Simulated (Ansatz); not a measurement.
Born–Oppenheimer molecular dynamics of a periodic cell of 17 atoms, TiSi$_{16}$ (host Si, host structure diamond, interstitial Ti). It goes on from the last frame of an earlier run, with new velocities.

Theory: DFT PBE, scalar-relativistic, plane waves, PAW (Ansatz). Settings: accuracy low, PAW set soft_1, cutoff 420 eV, k mesh 2x2x2, fermi-dirac smearing 0.02 eV, no spin polarisation.

| Item | Value |
| --- | --- |
| ensemble | NVT, Nosé–Hoover chain |
| time step | 2 fs |
| steps asked | 190 |
| set temperature | 840 K |
| starting velocities | zero |
| thermostat | time constant 100 fs, chain length 1 |
| seed | 683811 |

Frames 20 fs apart, positions in Å, forces in eV/Å.

Velocities at 140 fs (Å/ps):

```
Si -4.08 -1.77 -2.76
Si 5.75 9.79 1.82
Si -1.86 -3.59 1.78
Si -0.14 -2.28 -5.08
Si -1.56 -2.18 1.76
Si -7.15 -3.14 -0.04
Si 1.94 -1.47 -1.89
Si 6.19 -2.17 1.46
Si 2.93 4.75 -1.08
Si -7.54 4.51 -3.94
Si 1.65 -1.03 7.22
Si 0.68 1.32 10.18
Si -3.18 -0.97 -8.61
Si 0.15 -2.42 -0.33
Si 3.41 -7.36 2.52
Si 0.54 1.25 -6.76
Ti 1.34 3.95 2.20
```

```xyz
17
Lattice="0.0000 5.4300 5.4300 5.4300 0.0000 5.4300 5.4300 5.4300 0.0000" Properties=species:S:1:pos:R:3:forces:R:3 time_fs=140 energy_less_start_eV=-0.072 T=614
Si -0.315 -0.244 0.181 1.05 1.51 -0.82
Si 1.238 1.247 1.429 -0.29 -1.28 -0.93
Si 2.615 2.448 0.033 0.57 0.51 -0.58
Si 4.049 3.675 1.418 -1.25 -0.06 0.66
Si 2.533 -0.279 2.572 0.95 0.11 0.80
Si 4.078 1.018 3.866 0.40 -0.28 -0.47
Si 5.553 2.388 2.529 0.03 -0.64 0.90
Si 6.766 3.769 3.993 -0.59 -0.10 0.36
Si 0.034 2.663 2.648 -0.97 -0.57 0.68
Si 1.043 3.998 4.129 0.48 -0.45 -0.02
Si 2.825 5.149 2.868 -0.01 0.42 -1.41
Si 4.291 6.729 4.223 0.01 -0.27 -0.34
Si 2.661 2.377 5.011 -0.73 0.21 1.19
Si 3.909 3.588 6.744 0.04 -0.32 -0.31
Si 5.409 5.014 5.524 0.56 -0.02 -0.60
Si 6.888 6.437 6.660 0.65 0.03 0.06
Ti 2.774 5.102 5.333 -0.91 1.23 0.81
17
Lattice="0.0000 5.4300 5.4300 5.4300 0.0000 5.4300 5.4300 5.4300 0.0000" Properties=species:S:1:pos:R:3:forces:R:3 time_fs=160 energy_less_start_eV=0.411 T=517
Si -0.335 -0.174 0.093 0.32 0.61 0.90
Si 1.317 1.329 1.430 -1.00 -1.68 0.13
Si 2.631 2.428 0.022 0.65 0.70 -0.47
Si 3.984 3.634 1.381 0.60 0.79 1.01
Si 2.559 -0.314 2.636 0.16 -0.23 -0.41
Si 3.987 0.951 3.825 1.18 1.17 -0.06
Si 5.579 2.316 2.546 -0.58 -0.32 0.23
Si 6.831 3.705 4.031 -1.14 -0.24 -0.67
Si 0.008 2.690 2.667 -1.02 -1.52 0.39
Si 0.962 4.082 4.070 1.66 -0.06 0.35
Si 2.858 5.156 2.899 -0.20 0.51 -1.46
Si 4.337 6.744 4.391 1.02 -0.28 -1.15
Si 2.537 2.397 4.917 -0.17 0.57 0.75
Si 3.894 3.520 6.705 -0.51 0.06 -0.57
Si 5.511 4.870 5.542 -0.22 0.75 -0.08
Si 6.941 6.456 6.544 0.15 -0.35 1.04
Ti 2.759 5.211 5.409 -0.88 -0.47 0.07
17
Lattice="0.0000 5.4300 5.4300 5.4300 0.0000 5.4300 5.4300 5.4300 0.0000" Properties=species:S:1:pos:R:3:forces:R:3 time_fs=180 energy_less_start_eV=0.165 T=860
Si -0.295 -0.002 0.093 -0.01 -0.96 0.78
Si 1.275 1.211 1.434 -0.63 0.82 0.47
Si 2.740 2.492 -0.046 0.00 -0.23 0.67
Si 3.973 3.681 1.472 1.36 0.45 -0.35
Si 2.621 -0.385 2.669 -0.21 -0.42 -0.34
Si 4.024 1.016 3.774 -0.75 0.55 1.16
Si 5.543 2.194 2.593 0.14 0.66 -1.23
Si 6.757 3.604 3.991 -0.08 0.25 -0.58
Si -0.152 2.541 2.747 0.63 0.57 -0.54
Si 1.064 4.157 4.029 -0.48 -0.28 -1.00
Si 2.871 5.241 2.742 -0.08 0.63 0.77
Si 4.503 6.710 4.440 -0.56 -1.11 0.02
Si 2.376 2.487 4.921 1.14 -0.75 0.23
Si 3.823 3.444 6.591 0.53 0.14 0.27
Si 5.598 4.804 5.550 -0.86 0.78 0.33
Si 7.025 6.430 6.550 -0.73 -0.11 0.69
Ti 2.677 5.308 5.497 0.59 -0.97 -1.35
17
Lattice="0.0000 5.4300 5.4300 5.4300 0.0000 5.4300 5.4300 5.4300 0.0000" Properties=species:S:1:pos:R:3:forces:R:3 time_fs=200 energy_less_start_eV=0.866 T=760
Si -0.258 0.071 0.188 -0.33 -1.27 -1.07
Si 1.155 1.160 1.510 1.33 0.98 0.58
Si 2.867 2.546 -0.046 -0.58 -0.25 0.63
Si 4.135 3.807 1.535 -0.04 0.00 -1.24
Si 2.665 -0.513 2.658 -0.14 0.85 0.10
Si 3.980 1.164 3.869 -0.87 -1.17 0.53
Si 5.506 2.130 2.494 -0.35 0.66 -0.25
Si 6.660 3.523 3.880 1.07 0.61 1.14
Si -0.272 2.430 2.770 0.62 1.43 -0.47
Si 1.144 4.212 3.858 -1.07 -0.05 -0.42
Si 2.894 5.406 2.665 1.33 -0.69 2.17
Si 4.631 6.536 4.482 -1.52 0.33 -0.29
Si 2.326 2.500 4.963 0.24 -0.75 0.00
Si 3.809 3.381 6.492 0.96 0.51 0.90
Si 5.588 4.818 5.595 -0.22 -1.04 -0.04
Si 7.016 6.399 6.631 -1.04 0.64 -1.34
Ti 2.618 5.340 5.500 0.60 -0.79 -0.95
17
Lattice="0.0000 5.4300 5.4300 5.4300 0.0000 5.4300 5.4300 5.4300 0.0000" Properties=species:S:1:pos:R:3:forces:R:3 time_fs=220 energy_less_start_eV=1.240 T=839
Si -0.223 0.012 0.156 1.57 1.03 -1.73
Si 1.185 1.221 1.654 1.50 -0.62 -1.05
Si 2.932 2.567 0.041 -1.08 -0.38 0.16
Si 4.314 3.943 1.463 -1.97 -0.74 0.51
Si 2.695 -0.550 2.659 -0.28 1.14 0.22
Si 3.830 1.174 4.036 1.41 -1.47 -1.78
Si 5.415 2.163 2.362 -0.72 0.29 2.30
Si 6.683 3.501 3.886 0.72 -0.18 0.71
Si -0.323 2.491 2.750 0.22 0.01 1.31
Si 1.099 4.263 3.608 0.03 0.06 1.07
Si 3.060 5.528 2.830 -0.35 -0.66 -1.01
Si 4.575 6.381 4.484 -0.31 1.85 -0.88
Si 2.299 2.438 5.019 -0.87 1.35 -0.12
Si 3.902 3.373 6.490 -1.02 0.45 0.23
Si 5.548 4.711 5.648 0.86 -0.46 -0.52
Si 6.893 6.412 6.590 0.64 -1.03 0.35
Ti 2.595 5.307 5.423 -0.36 -0.66 0.25
17
Lattice="0.0000 5.4300 5.4300 5.4300 0.0000 5.4300 5.4300 5.4300 0.0000" Properties=species:S:1:pos:R:3:forces:R:3 time_fs=240 energy_less_start_eV=1.025 T=1265
Si -0.003 0.025 -0.090 -0.02 -0.12 0.76
Si 1.416 1.244 1.698 -0.79 0.43 -0.65
Si 2.862 2.541 0.171 -0.28 -0.12 0.00
Si 4.282 4.030 1.405 -0.51 -0.12 -0.22
Si 2.686 -0.451 2.691 -0.39 -0.79 -0.19
Si 3.804 1.021 4.022 0.38 1.33 -0.29
Si 5.231 2.230 2.493 1.25 -0.45 0.77
Si 6.816 3.457 3.991 -0.13 -0.51 -0.71
Si -0.330 2.569 2.874 0.79 -0.88 -0.61
Si 1.039 4.334 3.446 0.83 0.51 0.56
Si 3.197 5.558 2.883 -2.19 -1.00 -2.79
Si 4.476 6.448 4.410 1.05 0.64 1.90
Si 2.181 2.500 5.059 0.46 -0.31 -0.42
Si 3.882 3.424 6.540 -1.13 -0.02 0.60
Si 5.614 4.534 5.636 0.29 1.40 -0.61
Si 6.801 6.325 6.577 -0.11 0.40 1.42
Ti 2.554 5.212 5.346 0.51 -0.39 0.46
17
Lattice="0.0000 5.4300 5.4300 5.4300 0.0000 5.4300 5.4300 5.4300 0.0000" Properties=species:S:1:pos:R:3:forces:R:3 time_fs=260 energy_less_start_eV=2.126 T=1072
Si 0.233 0.061 -0.292 -2.71 0.10 2.12
Si 1.575 1.304 1.667 -2.70 -0.41 0.91
Si 2.755 2.501 0.308 1.69 0.76 -1.23
Si 4.174 4.073 1.317 1.80 -1.22 -0.61
Si 2.623 -0.435 2.704 -0.01 -1.14 -0.15
Si 3.845 0.984 3.969 -0.59 0.84 1.56
Si 5.180 2.277 2.746 1.55 0.94 -1.82
Si 6.951 3.344 4.020 -0.89 0.15 -1.02
Si -0.225 2.557 2.942 0.71 -0.18 -1.70
Si 1.078 4.471 3.325 0.44 -0.70 -0.66
Si 3.079 5.494 2.626 -0.60 1.13 1.13
Si 4.465 6.597 4.533 -0.30 -1.29 0.38
Si 2.087 2.547 5.055 0.44 -1.18 0.04
Si 3.724 3.478 6.674 1.37 -0.64 0.29
Si 5.716 4.505 5.549 -1.61 1.03 0.48
Si 6.689 6.266 6.752 -0.41 1.12 0.27
Ti 2.555 5.074 5.293 1.80 0.69 0.00
17
Lattice="0.0000 5.4300 5.4300 5.4300 0.0000 5.4300 5.4300 5.4300 0.0000" Properties=species:S:1:pos:R:3:forces:R:3 time_fs=280 energy_less_start_eV=2.429 T=1215
Si 0.180 0.092 -0.255 -0.46 -0.70 0.75
Si 1.428 1.322 1.711 0.61 -1.71 -1.40
Si 2.815 2.527 0.316 -0.47 -0.68 -0.57
Si 4.274 3.999 1.163 1.23 0.71 1.00
Si 2.547 -0.538 2.710 0.52 1.60 0.57
Si 3.824 1.079 4.083 -0.63 0.22 -0.32
Si 5.295 2.425 2.814 -1.85 -0.03 -1.36
Si 6.997 3.244 3.945 0.02 1.24 1.37
Si -0.024 2.510 2.816 -1.52 0.48 1.22
Si 1.149 4.527 3.159 -1.63 -1.60 1.65
Si 2.915 5.534 2.426 3.25 0.54 0.92
Si 4.452 6.621 4.726 1.17 -0.17 -1.73
Si 2.049 2.448 5.056 0.43 -0.23 0.64
Si 3.711 3.443 6.853 1.30 -1.08 -1.12
Si 5.633 4.620 5.501 -0.99 0.17 0.46
Si 6.491 6.356 6.967 -0.53 0.47 -2.29
Ti 2.680 4.966 5.238 -0.44 0.75 0.21
17
Lattice="0.0000 5.4300 5.4300 5.4300 0.0000 5.4300 5.4300 5.4300 0.0000" Properties=species:S:1:pos:R:3:forces:R:3 time_fs=300 energy_less_start_eV=2.699 T=1357
Si 0.036 0.065 -0.114 1.16 0.65 -1.87
Si 1.296 1.108 1.597 0.94 -0.23 -1.26
Si 2.871 2.491 0.242 -0.15 -0.75 0.86
Si 4.521 3.964 1.106 -2.31 -0.22 0.78
Si 2.550 -0.477 2.779 1.35 0.44 0.03
Si 3.731 1.203 4.180 1.00 -0.69 -1.50
Si 5.228 2.613 2.729 -0.80 -0.84 1.86
Si 7.013 3.289 4.007 -1.24 1.20 0.42
Si 0.025 2.502 2.818 -0.41 -1.02 1.30
Si 1.084 4.431 3.156 1.07 1.55 1.19
Si 3.067 5.658 2.351 -0.26 -0.10 0.90
Si 4.563 6.631 4.717 0.04 1.24 -2.05
Si 2.050 2.309 5.151 -0.61 1.24 1.23
Si 3.846 3.280 6.911 -1.31 0.86 -1.51
Si 5.412 4.756 5.516 0.86 -1.92 0.51
Si 6.240 6.487 6.923 1.76 -1.57 -1.20
Ti 2.801 4.905 5.191 -1.09 0.18 0.33
17
Lattice="0.0000 5.4300 5.4300 5.4300 0.0000 5.4300 5.4300 5.4300 0.0000" Properties=species:S:1:pos:R:3:forces:R:3 time_fs=320 energy_less_start_eV=3.038 T=1432
Si -0.018 0.076 -0.195 -0.51 -0.78 -2.10
Si 1.331 0.827 1.316 1.06 1.90 2.21
Si 2.894 2.349 0.246 -0.14 0.29 -0.45
Si 4.518 3.937 1.131 -2.25 0.48 -0.21
Si 2.708 -0.352 2.850 -0.22 -1.63 -1.02
Si 3.726 1.273 4.112 -0.37 0.18 0.42
Si 5.045 2.684 2.846 1.89 -1.28 0.66
Si 6.890 3.509 4.162 -0.51 0.42 0.18
Si 0.002 2.441 2.951 2.02 1.99 -4.03
Si 1.114 4.479 3.319 0.67 0.49 -0.10
Si 3.252 5.786 2.388 -0.76 -0.50 0.45
Si 4.683 6.737 4.481 -2.09 -2.58 2.55
Si 2.007 2.304 5.398 0.86 1.04 -0.80
Si 3.867 3.180 6.799 -0.54 0.33 0.58
Si 5.271 4.688 5.582 1.45 -0.60 -0.59
Si 6.165 6.458 6.732 0.21 -0.47 2.05
Ti 2.847 4.866 5.163 -0.77 0.73 0.21
17
Lattice="0.0000 5.4300 5.4300 5.4300 0.0000 5.4300 5.4300 5.4300 0.0000" Properties=species:S:1:pos:R:3:forces:R:3 time_fs=340 energy_less_start_eV=3.205 T=1511
Si -0.105 0.020 -0.494 -0.55 -0.51 2.55
Si 1.453 0.758 1.255 -1.55 1.18 1.43
Si 2.895 2.240 0.208 -0.60 1.53 -0.87
Si 4.218 3.961 1.156 0.19 0.28 0.69
Si 2.868 -0.421 2.807 -0.65 -1.17 -0.37
Si 3.659 1.343 4.085 -1.64 -0.12 1.02
Si 5.096 2.626 3.037 1.52 0.97 -2.35
Si 6.722 3.777 4.309 3.27 -2.17 -2.33
Si 0.193 2.527 2.692 0.53 -0.42 -0.56
Si 1.251 4.596 3.449 0.39 -1.19 -3.22
Si 3.340 5.853 2.483 -1.38 -0.82 -0.53
Si 4.598 6.613 4.427 0.59 -0.06 -0.44
Si 2.042 2.429 5.576 -0.28 -0.65 -1.60
Si 3.814 3.139 6.744 0.83 0.30 1.92
Si 5.281 4.541 5.617 -1.17 1.87 1.45
Si 6.139 6.358 6.766 0.35 0.38 1.99
Ti 2.841 4.877 5.162 0.15 0.60 1.23
17
Lattice="0.0000 5.4300 5.4300 5.4300 0.0000 5.4300 5.4300 5.4300 0.0000" Properties=species:S:1:pos:R:3:forces:R:3 time_fs=360 energy_less_start_eV=2.613 T=1853
Si -0.251 -0.117 -0.537 0.31 -0.25 1.36
Si 1.426 0.835 1.367 -0.08 -0.87 -0.95
Si 2.820 2.305 0.054 -0.21 0.21 -0.13
Si 3.927 4.015 1.254 1.83 -0.67 -0.22
Si 2.940 -0.625 2.716 -0.67 1.91 0.96
Si 3.441 1.398 4.156 1.87 -0.68 -1.47
Si 5.314 2.650 2.968 -1.67 -0.01 -0.59
Si 6.882 3.821 4.241 -0.14 -0.93 0.07
Si 0.490 2.623 2.292 -0.46 0.44 1.09
Si 1.417 4.596 3.236 -1.24 -0.74 0.21
Si 3.260 5.830 2.525 -0.55 0.47 -0.41
Si 4.545 6.436 4.380 1.20 1.38 -0.51
Si 2.050 2.493 5.572 -1.23 -0.74 0.20
Si 3.835 3.121 6.913 0.05 -0.89 0.15
Si 5.237 4.583 5.763 1.51 0.54 -0.72
Si 6.157 6.298 7.066 0.92 0.82 -0.02
Ti 2.826 4.933 5.252 -1.46 0.00 0.98
```

Of the whole run (380 fs, mean temperature of the second half 1253 K): The conserved energy stayed within 0.82 meV per atom of its start (net change 0.74 meV per atom), so the integration is sound. The mean temperature of the second half is 49 % above the set value. A run of 0.38 ps of so small a system gives no equilibrium averages. Limits of this set-up: coarse k mesh, a small cell, in which the defect meets its images, low accuracy level.

Time of the run: 17 min on 1 thread of Arm Neoverse V2, with other jobs on the host, peak memory 0.7 GiB.
